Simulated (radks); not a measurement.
Values are calculated unless marked as measured or tabulated.
Trend from B+ to Tl+: ionisation energy by Delta-SCF between NIST ground configurations, and size. Code: a radial shooting solver on a logarithmic mesh with Libxc functionals. Model: scalar-relativistic Kohn-Sham, r2SCAN, spin-polarised, spherical densities, finite nucleus; open shells are filled with parallel spins first (spin-orbit coupling, left out, can overturn this in heavy ions); meta-GGA in the generalised Kohn-Sham scheme; Fermi nuclear charge, rms radius of each element as measured or else 0.836 A^(1/3) + 0.57 fm.

species,configuration,configuration of the ion,IE (eV),NIST (eV),kind
B+,[He] 2s2,[He] 2s1,24.267,25.155,exp.
Al+,[Ne] 3s2,[Ne] 3s1,18.412,18.829,exp.
Ga+,[Ar] 3d10 4s2,[Ar] 3d10 4s1,20.525,20.515,exp.
In+,[Kr] 4d10 5s2,[Kr] 4d10 5s1,18.702,18.870,exp.
Tl+,[Hg],[Xe] 4f14 5d10 6s1,20.383,20.428,exp.

Reference values: NIST Atomic Spectra Database (measured).
